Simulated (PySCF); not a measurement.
Ag2 (SMILES [Ag][Ag]), singlet, at a GFN2-xTB geometry (such geometries of metal compounds can be far from the true shape) (core potentials on Ag). Base run: HF/def2-SVP (PySCF).

PySCF was given this input:
```python
from pyscf import gto, scf

mol = gto.Mole()
mol.atom = '''
    Ag   -0.000000   -0.000000   -1.296451
    Ag    0.000000    0.000000    1.296451
'''
mol.basis = 'def2-svp'
mol.ecp = {'Ag': 'def2-svp'}
mol.charge = 0
mol.spin = 0
mol.verbose = 4
mol.build()

mf = scf.RHF(mol)
mf.kernel()
```

Variants of this job, named by their change:

```
change                                                                                                                  ΔE vs base (mEh)        outcome
----------------------------------------------------------------------------------------------------------------------  ----------------  -------------
base                                                                                                                               0.000      converged
auxbasis = cc-pvqz-jkfit                                                                                                               -  input refused
auxbasis = even-tempered beta=3.0                                                                                                      …      converged
auxbasis = def2-svp-ri                                                                                                                 -  input refused
exchange = seminumerical (SGX) (with mf = sgx.sgx_fit(mf, auxbasis='def2-universal-jfit'); with mf.with_df.dfj = True)            -0.097      converged
auxbasis = def2-tzvp-ri                                                                                                                -  input refused
auxbasis = cc-pvtz-jkfit                                                                                                               -  input refused
auxbasis = even-tempered beta=2.0                                                                                                  1.008      converged
auxbasis = cc-pvtz-ri                                                                                                                  -  input refused
auxbasis = even-tempered beta=1.6                                                                                                  0.048      converged
```

Q: Fill in the missing entries.

A: 
- auxbasis = even-tempered beta=3.0, ΔE vs base (mEh): 10.792

A fitting set is made for a task (jfit for Coulomb, jkfit for Coulomb and exchange, ri for correlation) and for a family of orbital bases.

- auxbasis = cc-pvqz-jkfit: ended with `pyscf.lib.exceptions.BasisNotFoundError: Basis set not found for Ag in cc-pvqz-jkfit`
- auxbasis = def2-svp-ri: ended with `pyscf.lib.exceptions.BasisNotFoundError: Basis set not found for Ag in def2-svp-ri`
- auxbasis = def2-tzvp-ri: ended with `pyscf.lib.exceptions.BasisNotFoundError: Basis set not found for Ag in def2-tzvp-ri`
